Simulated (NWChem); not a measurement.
System: CH4ClFOSi; SMILES O[Si@@H](Cl)CF

```xyz
9

O     -1.8412     0.2535    -0.0367
Si    -0.2943     0.0225     0.4875
Cl     0.4810    -1.7739    -0.2055
C      0.9144     1.3230    -0.1591
F      0.5179     2.5815     0.2408
H     -2.0029     0.3320    -0.9815
H     -0.3689    -0.0040     1.9646
H      1.9316     1.1176     0.2216
H      0.9756     1.2876    -1.2627
```
Atoms are numbered in this order, from 1.

All runs: NWChem. Structure relaxed at the PBE0/def2-SVP level. Level: PBE0/def2-SVP with SMD (1 M gas to 1 M solution), gas-phase geometry. Reactions with the solvent are ignored.

For solvent toluene:

```yaml
cavity-dispersion-structure term (kcal/mol): -1.4
dipole in solution (D): 1.73
```

### Question
What are these values for solvent water?

### Answer
The cavity-dispersion-structure term (kcal/mol) is 3.3 and the dipole in solution (D) is 2.05.
